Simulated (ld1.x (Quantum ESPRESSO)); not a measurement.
# Transferability test, RRKJ potential for K

K (Z = 19), norm-conserving RRKJ (Kleinman–Bylander form), made with ld1.x (Quantum ESPRESSO) 7.5 (PBE, scalar-relativistic). Core [Ne], reference 3s2 3p6 4s1 4p0. Waves: 3s (bound): rc 2.10 bohr; 3p (bound): rc 1.90 bohr; 3d channel at -0.05 Ry: rc 2.30 bohr. Local part: the d channel. Core correction: Bessel-smoothed model core inside 1.25 bohr.

Occupied shells without a wave of their own: 4s. They enter only through the test configuration that unscreens the potential, and ld1.x also counts them in the model core charge.

Energies are relative to the spin-unpolarised reference configuration 3s2 3p6 4s1 4p0; without spin polarisation the order of configurations can differ from experiment.

ld1.x takes every shell without a wave as core, so the model core holds the 4s electrons as well and exchange and correlation see them twice. This cancels in the reference configuration, but the file is broken for other ones, and its errors say nothing about a proper core correction.

| valence configuration | charge | ΔE all-electron (eV) | error AE − PS (meV) |
| --- | --- | --- | --- |
| 3s2 3p6 4s0 4p0 | +1 | 4.314 | -411 |
| 3s2 3p6 4s0.5 4p0 | +0.5 | 1.641 | -130 |
| 3s2 3p6 4s0 4p1 | 0 | 1.553 | -210 |
| 3s1 3p6 4s1 4p0 | +1 | 41.994 | +133 |
| 3s2 3p5 4s1 4p0 | +1 | 24.930 | +183 |

Levels in the configuration 3s2 3p5 4s1 4p0:

| level | all-electron (eV) | pseudo (eV) |
| --- | --- | --- |
| 3s | -48.449 | -47.990 |
| 3p | -31.411 | -30.956 |
| 4s | -8.601 | -9.137 |
